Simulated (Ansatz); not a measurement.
`C[O][Al]([F])[F]` + `Br[SiH]1BC1` → `C[O][Al]([F])[Br]` + `F[SiH]1BC1`  (redistribution)

Isolated molecules relaxed with PBE0-D4/def2-TZVP in Ansatz; ΔE leaves out vibrations. CCSD(T)/CBS is the MP2 limit (def2-TZVPP, def2-QZVPP) plus CCSD(T) − MP2 in def2-TZVPP, frozen cores. For Br outer-core shells are correlated without core-valence functions, which leaves a few kJ/mol of doubt a bond. Scalar relativity is left out up to krypton. One conformer a species, not always the lowest.

`C[O][Al]([F])[F]`:

Z-matrix (Å, degrees):
```
C
O 1 1.401
H 1 1.094 2 109.7
H 1 1.095 2 112.5 3 -120.7
H 1 1.094 2 109.7 3 118.7
Al 2 1.661 1 136.9 3 120.7
F 6 1.639 2 122.1 1 -0.0
F 6 1.634 2 119.6 1 180.0
```

`Br[SiH]1BC1`:

```xyz
8

Br    2.335   -1.517    0.751
Si    0.526   -0.244    0.864
B     0.158    1.154   -0.349
C    -0.824    0.079   -0.626
H    -0.321   -0.782    1.948
H     0.753    1.886   -1.067
H    -1.519   -0.342    0.109
H    -1.109   -0.232   -1.630
```

`C[O][Al]([F])[Br]`:

```xyz
8

C     0.830   -0.783   -0.647
O     0.541    0.080    0.418
Al   -0.774    0.960    0.931
F    -0.646    1.864    2.287
Br   -2.711    0.944   -0.182
H    -0.027   -0.920   -1.317
H     1.124   -1.762   -0.259
H     1.663   -0.382   -1.231
```

`F[SiH]1BC1`:

Z-matrix (Å, degrees):
```
Si
B 1 1.887
C 1 2.007 2 44.8
F 1 1.601 2 125.6 3 74.0
H 1 1.483 2 129.7 3 -102.1
H 2 1.186 1 139.7 3 132.6
H 3 1.099 1 81.4 2 135.4
H 3 1.089 1 144.8 2 -112.2
```

| species | CCSD(T)/CBS(def2) energy (Eh) |
| --- | --- |
| `C[O][Al]([F])[F]` | -556.83340 |
| `Br[SiH]1BC1` | -2927.63016 |
| `C[O][Al]([F])[Br]` | -3030.35080 |
| `F[SiH]1BC1` | -454.11214 |

(1) Work out ΔE.

Largest T1 diagnostic among the species: 0.014.

Results:

(1) ΔE = (-3030.35080) + (-454.11214) − (-556.83340) − (-2927.63016) = 0.00062 Eh = +1.6 kJ/mol.

At CCSD(T), def2-SVP lies +5.1 kJ/mol from the extrapolated value and def2-TZVPP +0.0 kJ/mol. In def2-TZVPP, CCSD(T) changes the Hartree–Fock value by +13.4 kJ/mol (the triples alone add +2.1 kJ/mol) and MP2 by +17.8 kJ/mol.
